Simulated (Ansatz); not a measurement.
One change: `C#[C][Zr]([OH])([F])[Cl]` becomes `C#[C][Zr]([OH])([Cl])[N](C)C`.

Ansatz, PBE0-D4/def2-TZVP geometries, multiplicity 1. Each molecule was computed in one conformer, which needn't be the lowest.

Elements past krypton have def2 core potentials.

```json
{"property": "HOMO–LUMO gap (PBE/def2-TZVPP) / eV", "`C#[C][Zr]([OH])([F])[Cl]`": "4.36"}
{"property": "LUMO energy (PBE/def2-TZVPP) / eV", "`C#[C][Zr]([OH])([F])[Cl]`": "-2.78"}
{"property": "HOMO energy (PBE0/def2-TZVPP) / eV", "`C#[C][Zr]([OH])([F])[Cl]`": "-8.36"}
{"property": "HOMO energy (PBE/def2-TZVPP) / eV", "`C#[C][Zr]([OH])([F])[Cl]`": "-7.14"}
{"property": "ideal-gas entropy at 298 K and 1 bar (rigid rotor, harmonic PBE0-D4/def2-TZVP) / J/(mol·K)", "`C#[C][Zr]([OH])([F])[Cl]`": "406"}
{"property": "HOMO–LUMO gap (PBE0/def2-TZVPP) / eV", "`C#[C][Zr]([OH])([F])[Cl]`": "6.36"}
```

**Question.** What does the change do to each property? (Estimate.)

**Answer.** The calculation gave: 
| property | `C#[C][Zr]([OH])([Cl])[N](C)C` | shift |
| --- | --- | --- |
| HOMO–LUMO gap (PBE/def2-TZVPP) / eV | 3.43 | -0.93 |
| LUMO energy (PBE/def2-TZVPP) / eV | -2.24 | 0.54 |
| HOMO energy (PBE0/def2-TZVPP) / eV | -6.88 | 1.48 |
| HOMO energy (PBE/def2-TZVPP) / eV | -5.67 | 1.47 |
| ideal-gas entropy at 298 K and 1 bar (rigid rotor, harmonic PBE0-D4/def2-TZVP) / J/(mol·K) | 483 | 77 |
| HOMO–LUMO gap (PBE0/def2-TZVPP) / eV | 5.46 | -0.90 |

With PBE0 the HOMO rises by 1.48 eV and the LUMO rises by 0.58 eV, so the gap narrows by about 0.90 eV. PBE moves the HOMO by 1.47 eV and ωB97M-V by 1.48 eV. The zero-point energy changes by 209.0 kJ/mol with +24 modes. Modes under 60 cm⁻¹, often nearly free rotors, make the harmonic entropy too high.
